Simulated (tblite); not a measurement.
Species: C4H15NOSi3.
Numbering: `[O:1]=[CH:2][CH2:3][CH2:4][C:5]([SiH3:6])([SiH3:7])[NH:8][SiH3:9]` (hydrogens: H10 on C2; H11, H12 on C3; H13, H14 on C4; H15, H16, H17 on Si6; H18, H19, H20 on Si7; H21 on N8; H22, H23, H24 on Si9)

Computed with GFN2-xTB (tblite), gas phase: L-BFGS steps from a force-field or distance-geometry start until the largest atomic force falls under 0.01 eV/Å.

Step 61: E = -772.2972 eV
```
atom  x, y, z in Å  |  force x, y, z in eV/Å
O1      1.9778    2.9078   -1.0390   -0.015   0.006  -0.001
C2      2.3191    2.1572   -0.1687   -0.004   0.034  -0.008
C3      1.6637    0.8573    0.1793    0.010   0.006  -0.005
C4      0.4828    0.5342   -0.7299   -0.017  -0.013   0.014
C5     -0.3365   -0.6696   -0.2652   -0.026  -0.017   0.023
Si6     0.7627   -2.2432   -0.1898   -0.007  -0.016  -0.006
Si7    -1.8100   -0.9089   -1.4798   -0.015   0.000  -0.015
N8     -0.8453   -0.4459    1.0978    0.003   0.010   0.004
Si9    -1.6579    0.9336    1.7335    0.010   0.005  -0.009
H10     3.1949    2.3958    0.4693    0.018  -0.019   0.029
H11     1.3275    0.9124    1.2181    0.007   0.011   0.000
H12     2.4252    0.0746    0.1377    0.019  -0.017  -0.021
H13    -0.1499    1.4237   -0.7869   -0.032  -0.011   0.022
H14     0.8507    0.3372   -1.7396    0.006   0.024   0.003
H15     1.6169   -2.3092   -1.3774   -0.017  -0.005   0.019
H16    -0.1068   -3.4233   -0.1382    0.010   0.012   0.015
H17     1.5814   -2.2318    1.0266   -0.005  -0.003  -0.018
H18    -2.5814    0.3315   -1.5292   -0.005  -0.001  -0.021
H19    -1.3044   -1.2477   -2.8092    0.009  -0.001   0.005
H20    -2.6576   -1.9882   -0.9665    0.016  -0.004  -0.003
H21    -1.1689   -1.3190    1.4897   -0.002   0.020   0.004
H22    -0.8130    2.1126    1.5403    0.002  -0.004   0.006
H23    -1.7924    0.6037    3.1543    0.018  -0.010  -0.018
H24    -2.9903    1.2250    1.1802    0.018  -0.007  -0.018
```

Step 62: E = -772.2975 eV
```
atom  x, y, z in Å  |  force x, y, z in eV/Å
O1      1.9804    2.9062   -1.0414   -0.021   0.037  -0.029
C2      2.3203    2.1575   -0.1698    0.009  -0.009   0.027
C3      1.6643    0.8585    0.1799   -0.012  -0.010  -0.008
C4      0.4826    0.5350   -0.7282   -0.029  -0.016   0.004
C5     -0.3372   -0.6698   -0.2652   -0.021  -0.011   0.029
Si6     0.7619   -2.2433   -0.1904   -0.020   0.000  -0.010
Si7    -1.8105   -0.9091   -1.4815    0.010   0.006   0.008
N8     -0.8456   -0.4462    1.0984    0.004   0.005  -0.010
Si9    -1.6588    0.9335    1.7330    0.014  -0.007  -0.012
H10     3.1953    2.3944    0.4699    0.021  -0.006   0.023
H11     1.3277    0.9143    1.2181    0.004   0.018   0.017
H12     2.4242    0.0743    0.1403    0.025  -0.014  -0.028
H13    -0.1516    1.4233   -0.7848   -0.031  -0.001   0.029
H14     0.8502    0.3412   -1.7383    0.008   0.010  -0.007
H15     1.6127   -2.3125   -1.3784   -0.003  -0.004  -0.005
H16    -0.1067   -3.4222   -0.1335   -0.008  -0.008   0.015
H17     1.5841   -2.2313    1.0214    0.012   0.000   0.012
H18    -2.5797    0.3319   -1.5299   -0.014   0.007  -0.024
H19    -1.3037   -1.2472   -2.8101    0.011  -0.003  -0.004
H20    -2.6571   -1.9885   -0.9679    0.009  -0.010  -0.002
H21    -1.1663   -1.3198    1.4924    0.000   0.032  -0.003
H22    -0.8155    2.1134    1.5404    0.004  -0.001   0.004
H23    -1.7917    0.6033    3.1534    0.015  -0.010  -0.008
H24    -2.9913    1.2228    1.1796    0.014  -0.005  -0.020
```

**Question.** Estimate the geometry and energy of step 63. (The exact step hangs on the optimiser's Hessian estimate; all steps are aligned on step 62, rigid shifts and turns removed.)

**Answer.** E = -772.2978 eV, largest force 0.041 eV/Å
```
atom  x, y, z in Å  |  force x, y, z in eV/Å
O1      1.9782    2.9085   -1.0402   -0.006   0.014   0.005
C2      2.3193    2.1585   -0.1696    0.003  -0.013   0.016
C3      1.6646    0.8580    0.1791   -0.016  -0.011  -0.007
C4      0.4819    0.5343   -0.7281   -0.024  -0.010   0.000
C5     -0.3382   -0.6706   -0.2650   -0.009  -0.004   0.018
Si6     0.7617   -2.2435   -0.1900   -0.016   0.000  -0.006
Si7    -1.8115   -0.9094   -1.4820    0.019   0.008   0.016
N8     -0.8457   -0.4464    1.0985    0.004   0.004  -0.012
Si9    -1.6575    0.9344    1.7323    0.011  -0.009  -0.010
H10     3.1950    2.3932    0.4709    0.010   0.004   0.008
H11     1.3282    0.9127    1.2177    0.009   0.019   0.011
H12     2.4249    0.0735    0.1384    0.014   0.002  -0.029
H13    -0.1530    1.4223   -0.7844   -0.026  -0.002   0.032
H14     0.8497    0.3420   -1.7385    0.002   0.004  -0.005
H15     1.6151   -2.3114   -1.3762   -0.005  -0.004  -0.006
H16    -0.1059   -3.4229   -0.1345   -0.009  -0.010   0.014
H17     1.5825   -2.2311    1.0230    0.010  -0.001   0.010
H18    -2.5798    0.3320   -1.5304   -0.017   0.008  -0.024
H19    -1.3040   -1.2471   -2.8101    0.012  -0.005  -0.007
H20    -2.6573   -1.9887   -0.9679    0.004  -0.012  -0.002
H21    -1.1668   -1.3196    1.4930   -0.001   0.031  -0.002
H22    -0.8133    2.1138    1.5408    0.005   0.000   0.002
H23    -1.7904    0.6033    3.1522    0.013  -0.009  -0.002
H24    -2.9896    1.2242    1.1784    0.013  -0.003  -0.020
```

The energy changes by -0.0003 eV. The first-order estimate −F·Δx gives -0.0004 eV and the mean of the old and new forces, exact on a quadratic surface, -0.0003 eV. The step makes an angle of 71° with the force vector and moves no atom by more than 0.003 Å.

What follows is the cost of the whole relaxation. Hardware: one thread, Intel Xeon at 2.50 GHz (x86_64), shared host. Cost: 4.2 s of wall time.
